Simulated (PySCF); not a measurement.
Ge(Cl)3(SiH3) (Cl3GeH3Si), SMILES [Cl][Ge]([Cl])([SiH3])[Cl]. Heavy atoms are numbered as in [SiH3:1][Ge:2]([Cl:3])([Cl:4])[Cl:5]. Hydrogens are named by the atom that carries them.

Coordinates come from a B3LYP-D3(BJ)/def2-SVP optimisation.

Computed with PBE/def2-TZVP in PySCF.

ESP charges are fitted to the potential on shells at 1.4 to 2.0 van der Waals radii. Atomic charges (e), one atom of each kind:

```json
[
 {"atom": "Si1 (SiH3)", "IAO": "0.31", "ESP fit": "___"},
 {"atom": "Ge2", "IAO": "0.70", "ESP fit": "___"},
 {"atom": "Cl3", "IAO": "-0.27", "ESP fit": "___"},
 {"atom": "H on Si1", "IAO": "-0.07", "ESP fit": "___"}
]
```

Problem. Some entries are withheld; supply them. (Estimate from the structure and the level; the computed values follow.)

Solution. 
- Si1 (SiH3), ESP fit: 0.13
- Ge2, ESP fit: 0.05
- Cl3, ESP fit: -0.07
- H on Si1, ESP fit: 0.01
